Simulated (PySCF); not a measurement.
Species: (H2In-mu-SeH)2.
Bonds: In1–Se4, In1–Se8, Se4–In5, In5–Se8. Hydrogens: H2, H3 on In1; H9 on Se4; H6, H7 on In5; H10 on Se8.

Computed by this run: PBE0-D3(BJ)/def2-SVP geometry optimisation, gas phase, def2 core potentials past Kr in PySCF 2.14.0; density fitting, grid level 1; the optimiser is geomeTRIC in internal coordinates, started from a GFN2-xTB structure with every atom displaced at random (about 0.03 Å).

Geometry at step 0:
```
atom  x, y, z in Å
In1     1.4951   -0.3167    1.0411
H2      2.7018    0.8023    1.3234
H3      1.1597   -1.8100    1.6299
Se4     1.2672   -0.5034   -1.6644
In5    -1.1671    0.7485   -1.1447
H6     -2.3785   -0.3959   -1.3130
H7     -1.0704    2.2957   -1.8231
Se8    -0.8321    1.0839    1.5501
H9      0.5408   -1.7991   -1.4562
H10    -1.5918   -0.1819    1.8612
```

Task: Give the atomic forces at this geometry.

Result: 
```tsv
atom	Fx (eV/Å)	Fy (eV/Å)	Fz (eV/Å)
In1	-0.098	0.661	-0.203
H2	0.452	0.455	0.063
H3	-0.232	-1.048	0.356
Se4	-0.702	-0.479	0.268
In5	0.299	0.280	0.068
H6	-0.351	-0.536	-0.033
H7	0.147	0.346	-0.110
Se8	-0.245	-0.743	-0.068
H9	0.359	0.421	-0.198
H10	0.371	0.643	-0.144
```

The largest, 1.13 eV/Å, acts on H3; the rms over all components is 0.418 eV/Å. The forces sum to zero within rounding, as they must for an isolated molecule in no field.

Task: Give the force on H3 in Eh/bohr and in nN.

Result: 1.131 eV/Å ÷ 51.422 = 0.02199 Eh/bohr, and 1.131 eV/Å × 1.602 = 1.81 nN.

Task: How far is this geometry from the end of the optimisation?

Result: 0.170 eV above it, and 0.193 Å rms away after alignment. The bonds farthest from their final lengths, with half the difference of the two atoms' forces along the bond (positive lengthens):

```json
{"bond": "In1–H3", "now (Å)": "1.640", "final (Å)": "1.719", "force along bond (eV/Å)": "+0.89"}
{"bond": "Se4–In5", "now (Å)": "2.786", "final (Å)": "2.736", "force along bond (eV/Å)": "-0.29"}
{"bond": "In1–H2", "now (Å)": "1.670", "final (Å)": "1.716", "force along bond (eV/Å)": "+0.15"}
{"bond": "In5–H6", "now (Å)": "1.675", "final (Å)": "1.719", "force along bond (eV/Å)": "+0.52"}
{"bond": "Se8–H10", "now (Å)": "1.509", "final (Å)": "1.472", "force along bond (eV/Å)": "-0.74"}
{"bond": "Se4–H9", "now (Å)": "1.500", "final (Å)": "1.472", "force along bond (eV/Å)": "-0.68"}
```

The angle farthest from its final value is In5–Se4–H9, 86.5° against 93.5°.

Of the 6 listed bonds off by 0.010 Å or more, this force points towards the final length in 6.

What follows is the cost of the whole optimisation. Time: 2.9 min; peak memory 0.67 GiB. Hardware: one thread, Arm Neoverse V1 (aarch64), on a shared host.
